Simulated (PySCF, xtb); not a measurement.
furan-2-ylsilane (C4H6OSi), SMILES [SiH3]c1ccco1.

Geometry optimised at ωB97X-D3(BJ)/def2-SVP.

Calculation: IEF-PCM-ωB97X/def2-SVP (PySCF).

The values are the electrostatic part of the solvation free energy, E(continuum) − E(gas) at the gas-phase geometry, in a cavity of scaled van der Waals radii (PySCF's table); cavitation and dispersion terms are not included. In vacuum the orbital gap is 10.98 eV. The dipole moment in vacuum is 0.95 D.

```json
[
 {"solvent": "water", "ε": "78.36", "ΔG(elec) (kcal/mol)": "-2.3", "dipole (D)": "1.23", "gap (eV)": "10.97"},
 {"solvent": "dimethylsulfoxide", "ε": "46.83", "ΔG(elec) (kcal/mol)": "-2.3", "dipole (D)": "1.23", "gap (eV)": "10.97"},
 {"solvent": "benzene", "ε": "2.27", "ΔG(elec) (kcal/mol)": "-1.0", "dipole (D)": "1.07", "gap (eV)": "10.98"}
]
```

For comparison, GFN2-xTB/ALPB(water) (xtb, at the GFN2-xTB geometry, all terms of that model) gives 0.5 kcal/mol.
